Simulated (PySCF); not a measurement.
CH3ClFNSi2, SMILES F[Si@]1(Cl)N=C[SiH2]1. Heavy atoms are numbered as in [F:1][Si@:2]1([Cl:3])[N:4]=[CH:5][SiH2:6]1. Hydrogens are named by the atom that carries them.

Coordinates come from a B3LYP-D3(BJ)/def2-SVP optimisation. The structure was generated by enumeration; whether it is a known compound was not checked.

These are B3LYP/pcSseg-1 (PySCF) values and carry that method's errors.

GIAO shieldings, no solvent; atoms alike by connectivity are averaged. δ = σ(ref) − σ: ¹⁹F against CFCl3 (σ = 161.7 ppm); ²⁹Si against TMS (σ = 338.7 ppm); ³⁵Cl against HCl (σ = 933.3 ppm); ¹⁵N against NH3 (σ = 265.5 ppm); ¹³C against TMS (σ = 181.3 ppm); ¹H against TMS (σ = 31.68 ppm), references at their B3LYP-D3(BJ)/def2-TZVP geometries, non-relativistic (without spin–orbit terms, shifts of atoms bonded to Cl or Br come out too high).

| nucleus | atoms | count | δ (ppm) |
|---|---|---|---|
| ¹⁹F | F1 | 1 | -124.4 |
| ²⁹Si | Si2 | 1 | 6.8 |
| ²⁹Si | Si6 (SiH2) | 1 | 1.9 |
| ³⁵Cl | Cl3 | 1 | 113.3 |
| ¹⁵N | N4 | 1 | 585.4 |
| ¹³C | C5 (CH) | 1 | 222.0 |
| ¹H | H on C5 | 1 | 10.81 |
| ¹H | H on Si6 | 2 | 5.73 |
